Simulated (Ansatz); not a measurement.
Ansatz (a first-principles code) input:
A basis named .json is the Basis Set Exchange file of that set.

Ansatz 0.2 input:
```yaml
crystal:
  periodic: [false, false, false]
  atoms:
    - {symbol: C, position_ang: [-1.82147235, -0.16160194, -0.53081144]}
    - {symbol: B, position_ang: [-0.32083840, -0.03177734, -0.09359167]}
    - {symbol: S, position_ang: [0.48337099, 1.56351326, 0.18369679]}
    - {symbol: S, position_ang: [0.63554115, -1.54406018, 0.14012703]}
    - {symbol: H, position_ang: [-2.14879675, -1.19477389, -0.65448452]}
    - {symbol: H, position_ang: [-1.98952394, 0.35969518, -1.47758576]}
    - {symbol: H, position_ang: [-2.47603883, 0.31226249, 0.20632414]}
    - {symbol: H, position_ang: [-0.57154289, 2.34752961, -0.09900439]}
    - {symbol: H, position_ang: [1.81633415, -1.00746428, 0.49639643]}
basis:
  gaussian:
    orbitals: aug-cc-pV_T+d_Z.json
    fitting: {mean_field: def2-universal-jkfit, correlation: aug-cc-pVTZ-RIFIT.json}
total_charge: 1
magnetization: {spin_polarized: true, initial_magnetization: 1}
correlation: {method: mp2, electrons: outside_noble_gas}
```

Question: Predict the final energy.

Answer: -860.94234 Eh (RI-MP2/aug-cc-pV(T+d)Z). The basis has 317 functions.

This state (charge 1, doublet) is run at the relaxed geometry of the species with charge 0 and multiplicity 1.
